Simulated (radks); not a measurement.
The nuclear charge of neutral calcium is varied continuously with 20 electrons held in [Ar] 4s2. All-electron calculation, scalar-relativistic Kohn-Sham, BLYP, spin-unpolarised, spherical densities, finite nucleus; Fermi nuclear charge, rms radius 3.4776 fm. Program: a radial shooting solver on a logarithmic mesh with Libxc functionals. By the Hellmann-Feynman theorem dE/dZ = E(electron-nucleus)/Z, the electronic potential at the nucleus (averaged over a nucleus of fixed radius). The scalar-relativistic energy here is not variational (the density holds large components alone), so the two differ by a part that grows with Z.

Z = 19.75: E (hartree) -660.51433; E(electron-nucleus)/Z (hartree) -79.5070; HOMO 4s; e(HOMO) (eV) -2.137; <r> HOMO (bohr) 4.342
Z = 20: E (hartree) -680.56296; E(electron-nucleus)/Z (hartree) -80.8070; HOMO 4s; e(HOMO) (eV) -3.614; <r> HOMO (bohr) 3.997
Z = 20.25: E (hartree) -700.93675; E(electron-nucleus)/Z (hartree) -82.1048; HOMO 4s; e(HOMO) (eV) -5.272; <r> HOMO (bohr) 3.724
Z = 20.5: E (hartree) -721.63524; E(electron-nucleus)/Z (hartree) -83.4010; HOMO 4s; e(HOMO) (eV) -7.094; <r> HOMO (bohr) 3.501
Z = 20.75: E (hartree) -742.65813; E(electron-nucleus)/Z (hartree) -84.6961; HOMO 4s; e(HOMO) (eV) -9.069; <r> HOMO (bohr) 3.312
Z = 21: E (hartree) -764.00519; E(electron-nucleus)/Z (hartree) -85.9905; HOMO 4s; e(HOMO) (eV) -11.191; <r> HOMO (bohr) 3.149

The central difference of E at Z = 20 is -80.845 hartree, to compare with the third column; the second derivative is -5.2 hartree.
